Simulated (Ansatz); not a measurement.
A structure relaxed at PBE-D4/def2-SVP in Ansatz, charge 0, singlet:

```xyz
10

Si    0.756   -0.028    2.278
Si    0.926    2.319    0.842
Si   -0.460    2.148   -1.144
Si    1.879   -1.341   -0.830
Si   -1.373   -0.904   -0.477
Se    0.198   -0.068   -2.120
Se   -1.341    1.095    0.931
Se    2.528    0.551    0.649
Se    0.166   -2.124    0.839
Se   -3.279   -1.649   -0.969
```

Task: Give its formula.

Result: the cluster Si5Se5.

Task: Summarise the bond lengths by kind (pairs closer than 1.2 times the sum of covalent radii, bridged metal pairs left out).

Result: 14 × Se–Si 2.11 to 2.73 Å; 1 × Si–Si 2.43 Å.

Another isomer (singlet) lies 0.05 eV lower at PBE-D4/def2-SVP; other spin states weren't run for this one.
